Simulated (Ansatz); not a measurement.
Abridged output of a molecular run in Ansatz:

```
Functional definition: HF
1112 factors; integrals over basis functions are off by at most 1.5e-3 eV
mean field evaluation 1: about -35323.0691 eV, gradient 3.9e1 eV
mean field evaluation 2: about -35323.0730 eV, gradient 3.9e1 eV
mean field evaluation 4: about -35327.6488 eV, gradient 2.7e0 eV
mean field evaluation 8: about -35327.6998 eV, gradient 2.0e-3 eV
mean field -35327.69982011 eV, -1298.2690224139 hartree, gradient 4.0e-6 eV, S^2 0.000000; 0 other end points of the search recorded, 0 dependent functions left out
12 core orbitals not correlated: weight in the atoms' cores, before any rotation towards them, 1.000 or more for the frozen orbitals, at most 0.000 for the correlated occupied ones
reference -35327.69982011 eV, -1298.2690224139 hartree; 16, 16 occupied and 79, 79 virtual orbitals, 1112 factors
second order -17.37855817 eV of doubles, -0.00000000 eV of singles
cycle   1  -18.50831419 eV  change    -1.1e0 eV  update   9.1e-2
cycle   2  -18.86909344 eV  change   -3.6e-1 eV  update   2.9e-2
cycle   3  -18.97981592 eV  change   -1.1e-1 eV  update   1.7e-2
cycle   4  -18.98336405 eV  change   -3.5e-3 eV  update   4.3e-3
cycle   5  -18.98060761 eV  change    2.8e-3 eV  update   1.8e-3
cycle   6  -18.98018074 eV  change    4.3e-4 eV  update   7.8e-4
cycle   7  -18.98020519 eV  change   -2.4e-5 eV  update   3.6e-4
cycle   8  -18.98029187 eV  change   -8.7e-5 eV  update   1.6e-4
cycle   9  -18.98030941 eV  change   -1.8e-5 eV  update   6.7e-5
cycle  10  -18.98028228 eV  change    2.7e-5 eV  update   2.6e-5
perturbative correction -0.50745764 eV, -0.0186487242 hartree
Total energy: -35347.18756002 eV, -1298.9851836464 hartree
```

Its atoms:

Cartesian coordinates in Å:
```
C -0.863 -0.115 -1.645
Sc -0.222 -0.724 0.331
C 1.029 0.697 1.379
Cl -0.858 -2.738 1.279
H -1.825 -0.549 -1.943
H -0.949 0.976 -1.723
H -0.130 -0.426 -2.404
H 1.060 1.668 0.868
H 0.694 0.874 2.409
H 2.065 0.337 1.450
```

Q: Which basis set was used?
A. def2-SVPD
B. def2-SVP
C. cc-pV(T+d)Z
D. def2-TZVPP

A: B. It gives 107 functions.

Q: Write the keys of the input that set method, charge and spin (a neutral closed shell needs none for the last two).

A: 
```yaml
correlation: {method: ccsd_t}
```
